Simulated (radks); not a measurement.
The numbers below are computed, except where a source is named.
Trend from Zn4+ to Hg4+: ionisation energy by Delta-SCF between NIST ground configurations, and size. Code: a radial shooting solver on a logarithmic mesh with Libxc functionals. Model: non-relativistic Kohn-Sham, PBEsol, spin-polarised, spherical densities, point nucleus; open shells are filled with parallel spins first (spin-orbit coupling, left out, can overturn this in heavy ions).

species	configuration	IE (eV)	NIST (eV)	kind	outermost	<r> outermost (bohr)	r at 0.001 e/bohr^3 (bohr)
Zn4+	[Ar] 3d8	84.272	83	semi-emp.	3d	0.775	2.40
Cd4+	[Kr] 4d8	70.854	68	theory	4d	1.15	2.84
Hg4+	[Xe] 4f14 5d8	65.287	61.2	exp.	5d	1.32	3.04

Reference values: NIST Atomic Spectra Database (exp. = measured, semi-emp. = semi-empirical, theory = theoretical value adopted there). Relativity is left out here, which matters for elements this heavy. Open shells are spherical and high-spin; term and fine-structure splittings are not resolved.
